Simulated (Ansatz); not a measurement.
Basis sets compared for Sn(OAc)Me3 (C₅H₁₂O₂Sn). Total charge 0; singlet. Geometry r2SCAN-D4/def2-SVP. Ansatz on 4 threads of Intel Xeon on a shared host; times are rough, and most runs start from earlier orbitals.

```xyz
20

Sn    0.567   -0.506   -0.476
O    -1.119    0.733   -0.210
C    -1.133    1.040    1.064
C    -2.269    1.931    1.491
O    -0.273    0.622    1.839
H    -2.205    2.148    2.564
H    -3.227    1.440    1.260
H    -2.243    2.865    0.910
C     0.244   -2.317    0.630
H     0.604   -2.188    1.659
H     0.757   -3.163    0.150
H    -0.836   -2.525    0.653
C     2.321    0.659   -0.064
H     3.175    0.299   -0.657
H     2.553    0.607    1.007
H     2.118    1.706   -0.335
C     0.281   -0.800   -2.593
H     0.307    0.169   -3.112
H    -0.695   -1.274   -2.776
H     1.072   -1.445   -3.004
```

In the def2 sets Sn takes a core potential; there is no spin–orbit coupling.

Binding counts from free atoms (Sn triplet, O triplet, C triplet, H doublet) in the same basis, without a counterpoise term.

| level | functions | energy (Eh) | HOMO (eV) | LUMO (eV) | binding per atom (eV) | wall time |
| --- | --- | --- | --- | --- | --- | --- |
| PBE-D4/def2-SVP | 184 | -561.8673 | -5.75 | -0.36 | 4.16 | 4.2 s |
| PBE0-D4/def2-SVP | 184 | -561.9095 | -7.40 | 0.71 | 4.08 | 6.5 s |

Estimate the rows for PBE-D4/def2-TZVP (with forces), PBE0-D4/def2-TZVP.


```csv
level,functions,energy (Eh),HOMO (eV),LUMO (eV),binding per atom (eV),wall time
PBE-D4/def2-TZVP (with forces),339,-562.2804,-5.98,-0.60,4.13,11 s
PBE0-D4/def2-TZVP,339,-562.3148,-7.51,0.29,4.05,19 s
```
